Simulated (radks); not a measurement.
Values are calculated unless marked as measured or tabulated.
Charge is removed step by step from the 3s down level of the promethium ion Pm49+, starting from [Ne] 3s(up 1, down 1). Level of theory: scalar-relativistic Kohn-Sham, PBE, spin-polarised, spherical densities, finite nucleus; Fermi nuclear charge, rms radius 4.962 fm (a radial shooting solver on a logarithmic mesh with Libxc functionals).

removed (e)  E - E(0) (eV)  eigenvalue (eV)  E minus straight line (eV)
0                    0.000          -4342.6                       0.000
0.25                1088.1          -4364.5                      -8.197
0.5                 2181.7          -4386.2                     -10.937
0.75                3280.8          -4408.3                      -8.213
1                   4385.4          -4426.5                       0.000

Removing the whole electron costs 4385.4 eV by Delta-SCF, against 4342.6 eV from minus the eigenvalue at the starting occupation. Slater's transition state (half an electron removed) gives 4386.2 eV. Integrating minus the eigenvalue over the occupation (Janak's theorem) gives 4386.1 eV. In this scalar-relativistic scheme the density is built from large components alone, so the theorem holds only approximately. The mean slope of the eigenvalue, de/dn, is 83.9 eV per electron. Ionisation energy of Pm49+ in the NIST Atomic Spectra Database: 4371 eV (theoretical).
